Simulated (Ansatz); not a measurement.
```yaml
crystal:
  periodic: [false, false, false]
  atoms:
    - {symbol: Al, position_ang: [-1.411493, 1.394051, -0.042300]}
    - {symbol: Al, position_ang: [1.411521, -1.394083, 0.042330]}
    - {symbol: Al, position_ang: [1.396056, 1.411978, -0.050684]}
    - {symbol: Al, position_ang: [-1.396057, -1.411970, 0.050660]}
    - {symbol: N, position_ang: [-2.455272, -0.014577, 0.007699]}
    - {symbol: N, position_ang: [-0.014584, 2.453916, -0.081738]}
    - {symbol: N, position_ang: [2.455258, 0.014607, -0.006910]}
    - {symbol: N, position_ang: [0.014572, -2.453932, 0.080933]}
basis:
  gaussian: {orbitals: def2-TZVPD, initial_orbitals: start.molden}
total_charge: -1
magnetization: {spin_polarized: true, initial_magnetization: 1}
hamiltonian: {xc: {name: wB97M-V}}
scf: {omitted_lower_state_checks: [starts]}
output: {orbitals: {seedname: orbitals}}
```

The file start.molden holds the orbitals of an earlier run on this structure, at another level or in another basis.

```sh
$ ansatz run in.yaml --threads 4 --pin off --events-out ev --progress --plain --max-ram 4787MiB
```

(1) Does this run fit into the memory that it is given?

## Answers

(1) No. It has 320 basis functions, and Ansatz plans for 5.23 GiB where 4.67 GiB are given.
